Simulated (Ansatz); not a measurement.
`[BH2][GeH]1[O]C[O]1`. The species carries charge 0 and has multiplicity 1. Correlated methods include outer-core shells of Ge, which these sets cover unevenly. Scalar relativity is left out up to krypton.

```xyz
10

B     2.139   -0.292   -0.150
Ge    0.332    0.449    0.498
O    -0.877    0.869   -0.781
C    -1.732   -0.155   -0.291
O    -0.991   -0.757    0.761
H     2.612   -1.255    0.370
H     2.718    0.242   -1.045
H     0.418    1.510    1.624
H    -2.667    0.275    0.092
H    -1.952   -0.887   -1.079
```

Task: Give the diagnostics of a CCSD(T)/def2-TZVPP run (frozen core, Ansatz 0.2.0). (An estimate is asked.)

Result: The calculation gave: T1 = 0.0129, largest single amplitude 0.023, largest double 0.029, (T) share of the correlation energy 3.8 %, 13 CCSD cycles. The RHF solution is stable towards an unrestricted one. T1 lies under the customary mark of 0.02 for closed shells.
